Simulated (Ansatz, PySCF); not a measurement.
C4H4ClF, SMILES C=C(Cl)/C=C\F.

Geometry: PBE0-D3(BJ)/def2-SVP. The structure was generated by enumeration; whether it is a known compound was not checked. Other conformers were not sampled.

Vertical ionisation energy (IE) and electron affinity (EA) in eV. Rows of orbital energies are one-electron estimates. Where ΔSCF, EOM or ADC give a negative EA the extra electron is unbound and the value depends on the basis.

```json
[
 {"level": "−ε(HOMO), −ε(LUMO), M06-2X/def2-TZVP (PySCF)", "IE": "?", "EA": "?"},
 {"level": "−ε(HOMO), −ε(LUMO), PBE/def2-TZVP (PySCF)", "IE": "5.83", "EA": "2.11"},
 {"level": "ΔSCF, PBE0/def2-SVPD (Ansatz), final states of multiplicity 2 and 2", "IE": "8.93", "EA": "-0.51"},
 {"level": "ΔSCF, PBE/def2-SVPD (Ansatz), final states of multiplicity 2 and 2", "IE": "8.79", "EA": "-0.52"}
]
```

### Question
Some entries are withheld; supply them. (The exact figures need the calculation; the answer reports its results.)

### Answer

- −ε(HOMO), −ε(LUMO), M06-2X/def2-TZVP (PySCF), IE: 8.04
- −ε(HOMO), −ε(LUMO), M06-2X/def2-TZVP (PySCF), EA: 0.38

### Question
What vertical singlet–triplet gap does ΔSCF give with PBE0/def2-SVPD (Ansatz, an electronic-structure program) and with PBE/def2-SVPD (Ansatz)? (Estimate from the structure and the level; the computed values follow.)

### Answer
3.05 and 3.04 eV (triplet above singlet where positive).
